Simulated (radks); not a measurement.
Q: The beryllium ion Be+, [He] 2s1. Method: non-relativistic Kohn-Sham, exchange-only PBE, spin-polarised, spherical densities, point nucleus; computed with a radial shooting solver on a logarithmic mesh with Libxc functionals. Every spin shell is full or empty, so the densities are truly spherical. Functionals are evaluated on that one density, not self-consistently. Rank these orbital-free kinetic functionals by their error against the exact value of the orbitals, and give that value: Thomas-Fermi, TF + vW, TF + vW/9, TF + vW/5, LC94, APBEK, Perdew 92, Pearson, LKT, PG1, DePristo-Kress, Ernzerhof.

A: Exact: 14.2456 hartree. From best to worst, with 100 (|E| - |E exact|)/|E exact| (equal figures are ties): DePristo-Kress -0.19, APBEK +0.33, LC94 +0.37, TF + vW/9 +0.56, Perdew 92 +0.59, Ernzerhof +3.34, Pearson -3.99, TF + vW/5 +9.08, Thomas-Fermi -10.09, PG1 +49.25, LKT +56.69, TF + vW +85.77.
